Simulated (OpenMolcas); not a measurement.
## Ge: input and output

Input:

```
&GATEWAY
Coord
1

Ge 0.0 0.0 0.0
Basis=ANO-R2
Group=XYZ
NoMove
AngMom=0.0 0.0 0.0
AMFI
&SEWARD
&RASSCF
FileOrb=start.orb
Symmetry=1
Spin=3
nActEl=4 0 0
Inactive=8 6
Ras2=1 3
CIRoot=6 6 1
SDav=6
CIMx=300
Iter=120 100
PrWF=0.3
OrbListing=Nothing
MaxOrb=0
Atom
>>> COPY $Project.JobIph JOBPRE
&RASSCF
FileOrb=start.orb
Symmetry=1
Spin=3
nActEl=4 0 0
Inactive=8 6
Ras2=2 6
CIRoot=3 3 1
SDav=186
CIMx=300
Iter=120 100
PrWF=0.3
OrbListing=Nothing
MaxOrb=0
Atom
>>> COPY $Project.JobIph JOB001
&RASSCF
FileOrb=start.orb
Symmetry=1
Spin=1
nActEl=4 0 0
Inactive=8 6
Ras2=2 6
CIRoot=6 6 1
SDav=184
CIMx=300
Iter=120 100
PrWF=0.3
OrbListing=Nothing
MaxOrb=0
Atom
>>> COPY $Project.JobIph JOB002
&RASSCF
FileOrb=start.orb
Symmetry=2
Spin=5
nActEl=4 0 0
Inactive=8 6
Ras2=2 6
CIRoot=1 1 1
SDav=40
CIMx=300
Iter=120 100
PrWF=0.3
OrbListing=Nothing
MaxOrb=0
Atom
>>> COPY $Project.JobIph JOB003
&RASSCF
FileOrb=start.orb
Symmetry=2
Spin=3
nActEl=4 0 0
Inactive=8 6
Ras2=2 6
CIRoot=5 5 1
SDav=192
CIMx=300
Iter=120 100
PrWF=0.3
OrbListing=Nothing
MaxOrb=0
Atom
>>> COPY $Project.JobIph JOB004
&RASSI
NrOfJobIphs=4 3 6 1 5
1 2 3
1 2 3 4 5 6
1
1 2 3 4 5
IphNames
JOB001
JOB002
JOB003
JOB004
EJob
SpinOrbit
DIPRint=1.0
SOCoupling=1000.0
Subsets=2
MEES
Property=10
'ANGMOM' 1 'ANGMOM' 2 'ANGMOM' 3 'MLTPL  1' 1 'MLTPL  1' 2 'MLTPL  1' 3
'AMFI' 1 'AMFI' 2 'AMFI' 3 'MLTPL  2' 6
SOProperty=3
'ANGMOM' 1 'ANGMOM' 2 'ANGMOM' 3
```

A driver script runs the steps one by one and writes start.orb anew before each from the orbitals found so far.

Output, cut to the results:

```
--- SEWARD ---
Basis set label: GE.ANO-R...6S5P4D3F1G.

      Electronic valence basis set:
      ------------------
      Associated Effective Charge  32.000000 au
      Associated Actual Charge     32.000000 au
      Nuclear Model: Finite nucleus - Gaussian distribution
        Gaussian exponent, Xi/bohr**(-2):  2.52356E+08

      Shell  nPrim  nBasis  Cartesian Spherical Contaminant
         s      20       6        X
         p      15       5        X
         d       9       4                 X
         f       6       3                 X
         g       4       1                 X
                  Relativistic X2C integrals
                  Atomic mean-field integrals
--- RASSCF ---
Wave function specifications:
      -----------------------------

      Number of closed shell electrons          28
      Number of electrons in active shells       4
      Max number of holes in RAS1 space          0
      Max nr of electrons in RAS3 space          0
      Number of inactive orbitals               14
      Number of active orbitals                  8
      Number of secondary orbitals              49
      Spin quantum number                      1.0
      State symmetry                             1
Orbital specifications:
      -----------------------

      Symmetry species                           1   2
                                                ag  au
      Frozen orbitals                            0   0
      Inactive orbitals                          8   6
      Active orbitals                            2   6
      RAS1 orbitals                              0   0
      RAS2 orbitals                              2   6
      RAS3 orbitals                              0   0
      Secondary orbitals                        25  24
      Deleted orbitals                           0   0
      Number of basis functions                 35  36
      Number of CSFs                           186
      Number of root(s) required                 3
      Iter CI   SX   CI       RASSCF       Energy    max ROT     max BLB   max BLB  Level Ln srch  Step   QN
          iter iter root      energy       change     param      element    value   shift minimum  type update
 Nr of preliminary CI iterations:   1
      Total energies have been shifted. Add                -2000.00 au
        1   1    9    0   -97.12747583    0.00E+00   5.40E-01*   4  14 1 -1.92E-02*  0.00   0.00    SX    NO
        2   1    9    0   -97.13119101   -3.72E-03*  1.01E-01*   4  14 1  1.08E-02*  0.00   0.00    SX    NO
        3   1    9    0   -97.13134660   -1.56E-04*  3.78E-02    4  14 1 -9.47E-03*  0.00   0.00    SX    NO
        4   1    9    0   -97.13138255   -3.59E-05*  1.70E-02    4  14 1  7.65E-03*  0.00   0.00    SX    NO
        5   1    8    0   -97.13139478   -1.22E-05*  7.42E-03    4  14 1 -6.23E-03*  0.00   0.56    LS   YES
        6   1    7    0   -97.13141308   -1.83E-05* -1.07E-02    9  11 1  8.42E-04*  0.00   0.98    QN   YES
        7   1    8    0   -97.13141481   -1.72E-06* -8.09E-03    9  11 1  4.40E-04*  0.00   1.77    LS   YES
        8   1    7    0   -97.13141520   -3.97E-07* -2.73E-04    4  14 1 -1.80E-04*  0.00   1.02    QN   YES
        9   1    6    0   -97.13141525   -4.12E-08*  1.97E-04    4  14 1 -4.65E-05   0.00   1.19    QN   YES
       10   1    3    0   -97.13141525   -3.97E-09   7.28E-06    4  13 2  2.91E-06   0.00   1.00    QN   YES
      Convergence after 10 iterations
       11   1    3    0   -97.13141525   -4.55E-12   7.28E-06    4  14 1 -4.89E-06   0.00   1.00    QN   YES
      Natural orbitals and occupation numbers for root  1
      sym 1:   1.960167   0.003817
      sym 2:   0.029588   0.998676   0.998676   0.004487   0.000105   0.004487
      Natural orbitals and occupation numbers for root  2
      sym 1:   1.960167   0.003817
      sym 2:   0.998676   0.029588   0.998676   0.004487   0.004487   0.000105
      Natural orbitals and occupation numbers for root  3
      sym 1:   1.960167   0.003817
      sym 2:   0.029588   0.998676   0.998676   0.000105   0.004487   0.004487
::    RASSCF root number  1 Total energy:  -2097.13141525
::    RASSCF root number  2 Total energy:  -2097.13141525
::    RASSCF root number  3 Total energy:  -2097.13141525
--- RASSCF ---
Wave function specifications:
      -----------------------------

      Number of closed shell electrons          28
      Number of electrons in active shells       4
      Max number of holes in RAS1 space          0
...
--- RASSI ---
SPIN-FREE ENERGIES:
  (Shifted by EMIN (a.u.) =      -2097.1314152494)

 SF State       Relative EMIN(au)   Rel lowest level(eV)    D:o, cm**(-1)      L_eff

     1             0.0000000000        0.0000000000              0.0000         1.0
     2             0.0000000000        0.0000000000              0.0000         1.0
     3             0.0000000000        0.0000000000              0.0000         1.0
     4             0.0371817892        1.0117680280           8160.4595         2.0
     5             0.0371817892        1.0117680280           8160.4595         2.0
     6             0.0371817892        1.0117680280           8160.4595         2.0
     7             0.0371817892        1.0117680280           8160.4595         2.0
     8             0.0371817892        1.0117680280           8160.4595         2.0
     9             0.0687183395        1.8699212785          15081.9322         0.0
    10             0.1438257745        3.9136987019          31566.1088         0.0
    11             0.2731865132        7.4337837279          59957.5093         2.0
    12             0.2731865132        7.4337837279          59957.5093         2.0
    13             0.2731865132        7.4337837279          59957.5093         2.0
    14             0.2731865132        7.4337837279          59957.5093         2.0
    15             0.2731865132        7.4337837279          59957.5093         2.0
     Dipole printing threshold changed to   1.00000000E+00

++ Dipole transition strengths (spin-free states):
   -----------------------------------------------
     for osc. strength at least  1.00000000E+00

  ( Max oscillator strength is only   0.15199882623108146      )
--
Eigenvalues of complex Hamiltonian:
   -----------------------------------
  (Shifted by EMIN (a.u.) =      -2097.1314152494)

 SO State       Relative EMIN(au)   Rel lowest level(eV)    D:o, cm**(-1)     J-value

...
```

The J values that RASSI prints are effective ones from its own formula and need not be integers or half-integers; the table below assigns J from the states.

Levels above the lowest, from the spin-orbit matrix, grouped by J:

```tsv
Configuration	Term	J	E (cm-1)	Measured (cm-1)	Term weight %
4s2 4p2	3P	0	0.0	0.0	100
4s2 4p2	3P	1	460	557	100
4s2 4p2	3P	2	1189	1410	100
4s2 4p2	1D	2	9042	7125	100
4s2 4p2	1S	0	16003	16367	100
4s 4p3	5S*	2	32410	41927	100
```

Against the 5 measured excited levels shown (NIST Handbook of Basic Atomic Spectroscopic Data) the mean absolute deviation is 2400 cm-1; the largest miss in energy is 4s 4p3 5S* 2: computed 32410, measured 41927 cm-1 (-22.7 %).

Without dynamic correlation excited terms often stand tens of per cent too high (terms of higher spin than the ground term too low), and those without a measured partner can miss by more than the paired ones. Active for correlation alone: 5p 5s; no level in the range computed is led by a configuration that fills them, so any true level of that kind is missing. Terms of s pⁿ other than that of highest spin mix with s² pⁿ⁻² d, which this space lacks; all of them can be thousands of cm-1 off, and some have no real level of that name. Computed and measured levels are paired by configuration, term and J; levels that our copy of the source lacks, or whose pairing is in doubt (as where it misses far off the trend of its configuration), stay unpaired and out of the deviations. Only configurations of the active space appear. The first state left out of the spin-orbit step lies near 68000 cm-1 above the lowest spin-free state of the reference (among the parities and spins computed), and the list stops at four fifths of that energy or lower.

The term weight is that of the spin-free term in the level, not the purity of its configuration. * marks odd parity.
